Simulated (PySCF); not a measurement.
Stepwise substitution at one centre (Al CH3-H). Gas-phase values, no solvent. Strings in code marks are SMILES.

The four lowest singlet excitations (Tamm–Dancoff). The numbers are results of PySCF with TPSSh-D3(BJ)/def2-TZVP // B3LYP-D3(BJ)/def2-TZVP, not measurements. Excitations are Tamm–Dancoff values on a coarser integration grid. The basis has no diffuse functions, so Rydberg states are missing or too high.

```tsv
state	energy (eV)	wavelength (nm)	oscillator strength
S1	5.31	234	0.000
S2	5.55	223	0.002
S3	7.03	176	0.124
S4	7.33	169	0.068
```

### Question
Which member gives these states?
A) `[CH3][Al]([CH3])[CH3]`
B) `[CH3][AlH2]`
C) `[CH3][AlH][CH3]`

### Answer
C, `[CH3][AlH][CH3]`
